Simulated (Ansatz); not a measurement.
Consider the formal exchange of groups at the Se–B bond: `NB(F)[SeH]` + `N[SiH](O)S` → `N[Si](O)(S)[SeH]` + `NBF`.

Isolated molecules relaxed with PBE0-D4/def2-TZVP in Ansatz; ΔE leaves out vibrations. CCSD(T)/CBS adds triple-zeta CCSD(T) − MP2 to the extrapolated MP2 energy (def2 sets, frozen cores). This one scheme is used for every species. Functionals use def2-TZVPP. For Se outer-core shells are correlated without core-valence functions, which leaves a few kJ/mol of doubt a bond. Scalar relativity is left out up to krypton. Each species was taken in one conformer, which may not be the lowest.

| level | ΔE (kcal/mol) | difference from CCSD(T)/CBS |
| --- | --- | --- |
| revPBE-D4 | -6.4 | -0.4 |
| B2PLYP | -5.2 | 0.8 |
| PBE-QIDH | -5.6 | 0.4 |
| BLYP | -4.7 | 1.3 |
| r2SCANh | -5.4 | 0.6 |
| CAM-B3LYP | -4.6 | 1.4 |
| MP2/def2-SVP | -4.5 | 1.5 |
| MP2/def2-TZVPP | -5.9 | 0.1 |
| SCS-MP2/def2-TZVPP | -5.3 | 0.7 |
| MP2/CBS(def2) | -7.0 | -1.0 |
| CCSD(T)/CBS | -6.0 | 0 |

Largest T1 diagnostic among the species: 0.012.

At CCSD(T), def2-SVP lies +2.3 kcal/mol from the extrapolated value and def2-TZVPP +1.0 kcal/mol. In def2-TZVPP, CCSD(T) changes the Hartree–Fock value by −0.8 kcal/mol (the triples alone add −0.3 kcal/mol) and MP2 by −1.7 kcal/mol.
